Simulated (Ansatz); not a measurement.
Reaction (ligand exchange at the Al–N bond): `C=[N][AlH2]` + `O[SiH](O)O` → `O[SiH](O)[O][AlH2]` + `C=N`

Program: Ansatz. Geometries: PBE0-D4/def2-TZVP. ΔE: electronic, gas phase. CCSD(T)/CBS adds triple-zeta CCSD(T) − MP2 to the extrapolated MP2 energy (def2 sets, frozen cores). This one scheme is used for every species. DFT in def2-TZVPP. One conformer a species, not always the lowest.

`C=[N][AlH2]`:

```xyz
7

C    -0.148    1.237    0.828
N    -0.024    0.210    0.141
Al    0.148   -1.236   -0.827
H     0.595    1.537    1.584
H    -1.009    1.916    0.727
H     0.914   -1.097   -2.201
H    -0.476   -2.568   -0.252
```

`O[SiH](O)O`:

Cartesian coordinates in Å:
```
O -1.170 1.054 0.463
Si -0.272 -0.184 -0.100
O 0.958 -0.635 0.889
O 0.451 0.272 -1.492
H -0.776 1.927 0.456
H -1.233 -1.291 -0.271
H 0.734 -1.027 1.733
H 1.308 -0.116 -1.677
```

`O[SiH](O)[O][AlH2]`:

```xyz
10

O    -1.794    0.257   -1.228
Si   -0.987   -0.316    0.080
O    -0.791   -1.916   -0.170
O     0.413    0.476    0.250
Al    2.026    0.792    0.634
H    -1.721    1.193   -1.414
H    -1.756   -0.157    1.330
H    -0.852   -2.222   -1.076
H     2.585    2.214    0.234
H     2.878   -0.321    1.360
```

`C=N`:

Cartesian coordinates in Å:
```
C -0.037 -0.131 -0.366
N -0.420 -0.028 0.831
H 0.867 0.332 -0.777
H -0.638 -0.720 -1.062
H 0.227 0.546 1.373
```

CCSD(T)/CBS gives -84.0 kJ/mol.

Q: Another level gave -74.9 kJ/mol. Which?
A. r2SCAN-D4/def2-TZVPP
B. ωB97X-V/def2-TZVPP
C. CCSD/def2-TZVPP
D. HF/def2-TZVPP

A: A. r2SCAN-D4 -74.9, ωB97X-V -81.2, CCSD/def2-TZVPP -86.2, HF/def2-TZVPP -91.0 kJ/mol.

Largest T1 diagnostic among the species: 0.015.

From PBE to PBE0 (25 % exact exchange), in def2-TZVPP and without D4, ΔE moves by −6.1 kJ/mol. In def2-TZVPP, CCSD(T) changes the Hartree–Fock value by +6.3 kJ/mol (the triples alone add +1.6 kJ/mol) and MP2 by +8.1 kJ/mol.
